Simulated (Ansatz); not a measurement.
`N#CCF` + HBr → `N#CCBr` + H–F  (substitution at a C–F bond)

Computed with Ansatz on PBE0-D4/def2-TZVP structures; ΔE is electronic, products minus reactants. CBS: MP2 limit from def2 TZ/QZ plus the TZ coupled-cluster correction, frozen cores. This one scheme is used for every species. DFT in def2-TZVPP. B3LYP here is the variant with VWN-RPA as its local correlation; programs differ in this. HSE06 is defined as in plane-wave codes. For Br outer-core shells are correlated without core-valence functions, which leaves a few kJ/mol of doubt a bond. Scalar relativity is left out up to krypton.

```tsv
level	ΔE (kcal/mol)	difference from CCSD(T)/CBS
LDA (SPW92)	-6.7	2.9
PBE-D4	-7.9	1.7
revPBE-D4	-8.8	0.8
BLYP-D4	-7.1	2.5
r2SCAN-D4	-6.7	2.9
B97M-V	-5.5	4.1
PBE0-D4	-7.9	1.7
B3LYP-D4	-6.9	2.7
r2SCANh-D4	-6.9	2.7
HSE06-D4	-8.0	1.6
BHLYP-D4	-6.4	3.2
CAM-B3LYP-D4	-5.4	4.2
ωB97X-V	-6.0	3.6
ωB97M-V	-6.7	2.9
B2PLYP	-7.2	2.4
PBE-QIDH	-8.7	0.9
PBE	-7.0	2.6
revPBE	-6.9	2.7
BLYP	-5.2	4.4
r2SCAN	-6.5	3.1
PBE0	-7.2	2.4
B3LYP	-5.5	4.1
r2SCANh	-6.7	2.9
r2SCAN0	-6.9	2.7
BHLYP	-5.0	4.6
CAM-B3LYP	-4.6	5.0
LC-ωPBE	-6.0	3.6
HF/def2-SVP	1.0	10.6
MP2/def2-SVP	-4.7	4.9
CCSD/def2-SVP	-1.7	7.9
CCSD(T)/def2-SVP	-2.2	7.4
HF/def2-TZVPP	-3.1	6.5
MP2/def2-TZVPP	-11.4	-1.8
SCS-MP2/def2-TZVPP	-9.4	0.2
CCSD/def2-TZVPP	-7.7	1.9
CCSD(T)/def2-TZVPP	-8.4	1.2
HF/def2-QZVPP	-3.1	6.5
MP2/def2-QZVPP	-12.1	-2.5
SCS-MP2/def2-QZVPP	-10.1	-0.5
MP2/CBS(def2)	-12.6	-3.0
CCSD(T)/CBS	-9.6	0
```

Largest T1 diagnostic among the species: 0.013.

Leaving LDA and LC-ωPBE aside and taking each functional with its dispersion term where it has one, the values spread over 3.4 kcal/mol, from revPBE-D4 to CAM-B3LYP-D4. The D4 term adds −1.5 kcal/mol with B3LYP and −0.8 kcal/mol with PBE0; it sums over pairs of atoms, weighted by their polarisabilities, and B3LYP, whose exchange is more repulsive, gets the larger term. At CCSD(T), def2-SVP lies +7.4 kcal/mol from the extrapolated value and def2-TZVPP +1.2 kcal/mol.
